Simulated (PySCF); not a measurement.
**Electronic structure of Ir²⁺ (iridium, charge +2) at the UHF level**

Configuration: [Xe] 4f14 5d7, high-spin 4F determinant. All numbers are calculated (PySCF 2.14, scalar relativity by spin-free X2C-1e, in x2c-TZVPPall with one added diffuse shell each of s, p, d, f type (12s8p8d4f1g, 113 functions)).

```
Total energy                        : -17823.090930 hartree
One-electron energy                 : -24397.1357 hartree
Hartree (Coulomb) energy            : 6921.3092 hartree
Exchange energy                     : -347.2644 hartree
⟨S²⟩                                : 3.7550
⟨L²⟩                                : 12.040
Sum of ⟨r⟩                          : 39.65 bohr
Sum of ⟨r²⟩                         : 42.12 bohr²
Langevin diamagnetic susceptibility : -33.4 ×10⁻⁶ cm³/mol
```

```
shell  electrons  mean orbital energy (eV)  spread (eV)  rms radius, mean of both spins (bohr)
 1s β          1                  -76542.2            0                                 0.0197
 1s α          1                  -76542.2            0                                 0.0197
 2s α          1                  -13551.1            0                                 0.0795
 2s β          1                  -13550.7            0                                 0.0795
 2p α          3                  -11816.5            0                                 0.0727
 2p β          3                  -11816.1            0                                 0.0727
 3s α          1                   -3249.3            0                                  0.203
 3s β          1                   -3249.2            0                                  0.203
 3p α          3                   -2731.4            0                                  0.205
 3p β          3                   -2731.3            0                                  0.205
 3d α          5                   -2137.6        0.100                                  0.188
 3d β          5                   -2137.3        0.326                                  0.188
 4s α          1                   -742.37            0                                  0.450
 4s β          1                   -741.93            0                                  0.450
 4p α          3                   -568.84            0                                  0.479
 4p β          3                   -568.38            0                                  0.479
 4d α          5                   -347.24        0.283                                  0.514
 4d β          5                   -346.51        0.695                                  0.514
 5s α          1                   -134.75            0                                   1.05
 5s β          1                   -130.82            0                                   1.05
 4f α          7                   -100.44        0.374                                  0.587
 4f β          7                   -99.952        0.122                                  0.587
 5p α          3                   -87.924            0                                   1.21
 5p β          3                   -82.123            0                                   1.21
 5d α          5                   -31.273        1.041                                   1.74
 5d β          2                   -28.833            0                                   1.74
```

Spin-orbit coupling, absent here, splits the open shell strongly.

Densities and radii are taken from the X2C orbitals without a picture-change correction, which distorts them close to the nucleus.

Spin-orbit constants ζ (cm⁻¹) from the X2C one-electron operator on these orbitals: bare nucleus, nucleus screened by l(l+1)(2l+1)/3 electrons, and screened by the Breit-Pauli mean field of the electrons.

```json
{"shell": "2p", "bare": "8147000", "screened nucleus": "7935000", "mean field": "n/a"}
{"shell": "3p", "bare": "1802000", "screened nucleus": "1755000", "mean field": "n/a"}
{"shell": "3d", "bare": "280500", "screened nucleus": "244100", "mean field": "n/a"}
{"shell": "4p", "bare": "422200", "screened nucleus": "411200", "mean field": "n/a"}
{"shell": "4d", "bare": "57630", "screened nucleus": "50150", "mean field": "n/a"}
{"shell": "4f", "bare": "11000", "screened nucleus": "7000", "mean field": "n/a"}
{"shell": "5p", "bare": "62860", "screened nucleus": "61230", "mean field": "n/a"}
{"shell": "5d", "bare": "4917", "screened nucleus": "4279", "mean field": "n/a"}
```

To first order the Landé constant is A = -1426 cm⁻¹, so the lowest level has J = 9/2 and lies 0.796 eV below the centre of the term. This holds in LS coupling only.
